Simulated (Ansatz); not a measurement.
# Telling isomers of GaH6PSi2 apart by their spectra

These gas-phase data were calculated for one isomer of GaH6PSi2 at PBE0-D3(BJ)/def2-SVP (harmonic, unscaled wavenumbers; equilibrium rotational constants with average atomic masses):

| Property | Result |
| --- | --- |
| rotational constants | 2.472, 2.022, 1.218 GHz |
| all wavenumbers above 1500 cm⁻¹ | 2422, 2227, 2224, 2203, 2202, 1972 |

Candidates:

(1) `[SiH2]1P[SiH2][GaH]1`, a singlet
(2) `[SiH2]1[SiH2][GaH][PH]1`, a singlet

Q: Which candidate do the data belong to? Where the bands don't settle it, estimate the moments of inertia from typical bond lengths.

A: Candidate (2). The rotational constants decide: (1) would give 2.745, 1.749, 1.165 GHz.

The same quantities for all candidates:

|  | rotational constants (GHz) | wavenumbers above 1500 cm⁻¹ | E above the lowest, PBE0-D3(BJ)/def2-SVP (kcal/mol) |
| --- | --- | --- | --- |
| (1) | 2.745, 1.749, 1.165 | 2412, 2218, 2217, 2189, 2183, 1968 | 5.9 |
| (2) | 2.472, 2.022, 1.218 | 2422, 2227, 2224, 2203, 2202, 1972 | 0.0 |

Programs: Ansatz 0.2.0.
